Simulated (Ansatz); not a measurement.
A structure relaxed at PBE0-D4/def2-TZVP, charge 0, multiplicity 1:

```xyz
9

Cl    1.501   -1.018   -1.742
Si   -0.501   -0.854   -1.358
S    -0.939   -0.888    0.731
Si    0.198    0.739    1.473
Cl    2.119    0.196    1.873
Cl    0.232    2.306    0.166
H    -1.194   -2.047   -1.886
H    -0.982    0.392   -1.986
H    -0.434    1.173    2.730
```

Problem. Give its formula and SMILES.

Solution. Cl3H3SSi2, `Cl[SiH2]S[SiH](Cl)Cl`.

Problem. Summarise the bond lengths by kind.

Solution. 3 × Cl–Si 2.036 to 2.045 Å; 2 × S–Si 2.119 to 2.135 Å; 3 × H–Si 1.472 to 1.478 Å.

All numbers were calculated with Ansatz.
